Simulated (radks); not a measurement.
Values are calculated unless marked as measured or tabulated.
Excited configurations of Ga3+: one electron is placed in a higher orbital outside [Ar] 3d9. The ground configuration is [Ar] 3d10. Level of theory: Dirac Kohn-Sham, PBE, spin-unpolarised, spherical densities, finite nucleus; open shells fill j = l - 1/2 first; Fermi nuclear charge, rms radius 3.9973 fm (a radial shooting solver on a logarithmic mesh with Libxc functionals). Excitation = E - E(ground); binding = E(ion) - E, where the ion is the core of charge +4; n* = 4/sqrt(2 binding) in atomic units, and the quantum defect is n - n*.

| outer orbital | excitation (eV) | binding (eV) | quantum defect | eigenvalue (eV) |
|---|---|---|---|---|
| 4d3/2 | 41.605 | 22.067 | 0.859 | -18.724 |
| 5p1/2 | 45.687 | 17.985 | 1.521 | -15.916 |
| 5f5/2 | 54.532 | 9.140 | 0.120 | -7.940 |
| 6s1/2 | 51.225 | 12.447 | 1.818 | -11.141 |
| 7p1/2 | 56.285 | 7.387 | 1.571 | -6.637 |

The Delta-SCF ionisation energy is 63.672 eV (NIST Atomic Spectra Database: 63.24 eV, measured). Self-interaction in the functional shifts the binding energies and quantum defects, so they are the method's values and not measured ones. Spin polarisation and multiplet splitting are left out, so open shells lie too high by an amount that depends on their filling.

Beside tabulated values, note that spin-unpolarised runs miss the spin-polarisation part of the exchange energy of open shells.
